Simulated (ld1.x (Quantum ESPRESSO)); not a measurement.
## nickel: excitation energies, all-electron against TM

```json
{"Element": "nickel", "Generator": "ld1.x (Quantum ESPRESSO) 7.5", "Type": "norm-conserving Troullier–Martins (Kleinman–Bylander form)", "Functional": "LDA (PZ)", "Relativity": "non-relativistic", "Frozen core": "[Ar]", "Valence charge": "10", "Reference configuration": "3d8 4s2 4p0", "Partial waves": "4p (bound, empty): rc 2.00 bohr; 3d (bound): rc 1.20 bohr; 4s (bound): rc 1.70 bohr", "Local potential": "the s channel", "Core correction": "a·sin(br)/r model core, default radius (core density twice the valence density)"}
```

Energies are relative to the spin-unpolarised reference configuration 3d8 4s2 4p0; without spin polarisation the order of configurations can differ from experiment. Not all tests gave a result: 5 of 9 tests not solved or not reliable.

```tsv
valence configuration	charge	ΔE all-electron (eV)	error AE − PS (meV)
3d8 4s0 4p0	+2	26.796	-40
3d7 4s0 4p0	+3	64.842	-484
```

What are ΔE and the potential's error for 3d9 4s1 4p0?

ΔE = -2.016 eV all-electron; the error (AE − PS) is -275 meV.

What are ΔE and the potential's error for 3d8 4s1.5 4p0?

ΔE = 3.768 eV all-electron; the error (AE − PS) is -1.0 meV.

Levels in the configuration 3d9 4s1 4p0:

```
level  all-electron (eV)  pseudo (eV)
   3d             -5.075       -4.725
   4s             -4.580       -4.689
```
